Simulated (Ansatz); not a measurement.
A CCSD(T) single point on C₂H₆SSi, SMILES `C1CS[SiH2]1`.

```yaml
crystal:
  periodic: [false, false, false]
  atoms:
    - {symbol: C, position_ang: [-0.708806, 0.271305, -0.357525]}
    - {symbol: C, position_ang: [-0.102445, -1.142085, -0.473432]}
    - {symbol: S, position_ang: [1.169414, -1.170939, 0.875224]}
    - {symbol: Si, position_ang: [0.674939, 0.903137, 0.746107]}
    - {symbol: H, position_ang: [-0.872890, 0.762370, -1.317144]}
    - {symbol: H, position_ang: [-1.657027, 0.247663, 0.182869]}
    - {symbol: H, position_ang: [-0.819404, -1.948677, -0.319703]}
    - {symbol: H, position_ang: [0.396547, -1.296862, -1.429905]}
    - {symbol: H, position_ang: [0.304589, 1.571733, 2.022117]}
    - {symbol: H, position_ang: [1.698082, 1.751254, 0.074292]}
basis:
  gaussian: {orbitals: def2-TZVPP}
correlation: {method: ccsd_t}
output: {orbitals: {seedname: orbitals}}
```

```sh
$ ansatz run in.yaml --threads 2 --pin off --events-out ev --progress --plain --max-ram 4352MiB
```

Log, shortened:

```
Functional definition: HF
1323 factors; integrals over basis functions are off by at most 9.8e-4 eV
mean field evaluation 1: about -20834.5073 eV, gradient 2.8e1 eV
mean field evaluation 2: about -20834.7948 eV, gradient 2.8e1 eV
mean field evaluation 4: about -20837.1460 eV, gradient 3.8e0 eV
mean field evaluation 8: about -20837.1966 eV, gradient 2.2e-1 eV
mean field -20837.19686599 eV, -765.7528608658 hartree, gradient 3.1e-6 eV, S^2 0.000000; 0 other end points of the search recorded, 0 dependent functions left out
12 core orbitals not correlated: weight in the atoms' cores, before any rotation towards them, 1.000 or more for the frozen orbitals, at most 0.000 for the correlated occupied ones
reference -20837.19686599 eV, -765.7528608658 hartree; 12, 12 occupied and 206, 206 virtual orbitals, 1323 factors
second order -17.36819825 eV of doubles, -0.00000000 eV of singles
cycle   1  -18.13812245 eV  change   -7.7e-1 eV  update   9.1e-2
cycle   2  -18.62923298 eV  change   -4.9e-1 eV  update   2.6e-2
cycle   3  -18.69886808 eV  change   -7.0e-2 eV  update   1.1e-2
cycle   4  -18.69431188 eV  change    4.6e-3 eV  update   2.7e-3
cycle   5  -18.69425612 eV  change    5.6e-5 eV  update   1.0e-3
cycle   6  -18.69415280 eV  change    1.0e-4 eV  update   3.4e-4
cycle   7  -18.69406800 eV  change    8.5e-5 eV  update   1.2e-4
cycle   8  -18.69409410 eV  change   -2.6e-5 eV  update   4.2e-5
cycle   9  -18.69409604 eV  change   -1.9e-6 eV  update   1.3e-5
perturbative correction -0.83512600 eV, -0.0306903143 hartree
Total energy: -20856.72608803 eV, -766.4705465382 hartree
```

It took 2 min on 2 threads of an Arm Neoverse V1 on a shared host, with 3.7 GiB of host memory at the peak.

The correlation energy is -19.529 eV, 4.3 % of it from (T); the T1 diagnostic reads 0.0107.
